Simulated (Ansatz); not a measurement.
Isolated molecules relaxed with PBE0-D4/def2-TZVP in Ansatz; ΔE leaves out vibrations. CBS: MP2 limit from def2 TZ/QZ plus the TZ coupled-cluster correction, frozen cores. Functionals use def2-TZVPP. B3LYP here is the variant with VWN-RPA as its local correlation; programs differ in this. HSE06 is defined as in plane-wave codes. def2 core potentials past Kr. For Se, Sn outer-core shells are correlated without core-valence functions, which leaves a few kJ/mol of doubt a bond. Scalar relativity is left out up to krypton.

Reaction (ligand exchange at the Sn–C bond): `C[CH](C)[SnH3]` + H₂Se → `[SeH][SnH3]` + propane

```
             level  ΔE (kcal/mol)  difference from CCSD(T)/CBS
       LDA (SPW92)          -23.8                          1.2
            PBE-D4          -25.2                         -0.2
         revPBE-D4          -24.4                          0.6
           BLYP-D4          -24.9                          0.1
            B97M-V          -25.9                         -0.9
           PBE0-D4          -26.4                         -1.4
          B3LYP-D4          -26.0                         -1.0
        r2SCANh-D4          -26.7                         -1.7
        r2SCAN0-D4          -27.2                         -2.2
          HSE06-D4          -26.5                         -1.5
          BHLYP-D4          -27.7                         -2.7
      CAM-B3LYP-D4          -25.8                         -0.8
           ωB97X-V          -25.6                         -0.6
           ωB97M-V          -25.5                         -0.5
            B2PLYP          -26.5                         -1.5
          PBE-QIDH          -26.4                         -1.4
            revPBE          -27.2                         -2.2
              BLYP          -27.3                         -2.3
            r2SCAN          -26.7                         -1.7
              PBE0          -27.4                         -2.4
             B3LYP          -27.9                         -2.9
           r2SCANh          -27.1                         -2.1
           r2SCAN0          -27.6                         -2.6
             HSE06          -27.5                         -2.5
             BHLYP          -29.0                         -4.0
         CAM-B3LYP          -26.9                         -1.9
           LC-ωPBE          -26.4                         -1.4
RPA@PBE/def2-TZVPP          -22.1                          2.9
       HF/def2-SVP          -30.9                         -5.9
      MP2/def2-SVP          -25.6                         -0.6
     CCSD/def2-SVP          -25.7                         -0.7
  CCSD(T)/def2-SVP          -25.0                          0.0
     HF/def2-TZVPP          -31.2                         -6.2
    MP2/def2-TZVPP          -23.6                          1.4
CCSD(T)/def2-TZVPP          -23.5                          1.5
    MP2/def2-QZVPP          -24.5                          0.5
SCS-MP2/def2-QZVPP          -25.1                         -0.1
      HF/CBS(def2)          -31.3                         -6.3
     MP2/CBS(def2)          -25.1                         -0.1
    CCSD/CBS(def2)          -25.9                         -0.9
       CCSD(T)/CBS          -25.0                            0
```

Largest T1 diagnostic among the species: 0.011.

The D4 term adds +1.9 kcal/mol with B3LYP and +1.1 kcal/mol with PBE0; it sums over pairs of atoms, weighted by their polarisabilities, and B3LYP, whose exchange is more repulsive, gets the larger term. From PBE to PBE0 (25 % exact exchange), in def2-TZVPP and without D4, ΔE moves by −1.0 kcal/mol. In def2-TZVPP, CCSD(T) changes the Hartree–Fock value by +7.7 kcal/mol (the triples alone add +0.8 kcal/mol) and MP2 by +7.6 kcal/mol.
